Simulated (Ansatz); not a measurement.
Pulling on the O2–H6 bond in GeH4O (SMILES [OH][GeH3]) (multiplicity 1 held, fragments rigid). Energies count from the point at 0.962 Å.
Geometry at that point (charge 0, multiplicity 1):
```xyz
6

Ge    -0.3290     0.0681     0.0733
O      1.3571    -0.3572    -0.3717
H     -0.5445    -0.1551     1.5839
H     -1.1863    -0.8852    -0.7652
H     -0.6085     1.5428    -0.2811
H      2.0121     0.1748     0.0902
```

Active spaces are followed from a long bond inwards.

Frozen-core correlation. Filled d and f shells under p-block atoms count as core.

The values were computed with Ansatz (a program for electronic structure). Each number belongs to the level named beside it.

Predict the energy at R = 3.078 Å from FIC-MRCISD+Q on CASSCF(4,3)/cc-pVDZ.

4.92 eV

Doubts at one or more of the structures used: active orbitals that take no part (FIC-MRCISD+Q on CASSCF(4,3)/cc-pVDZ).
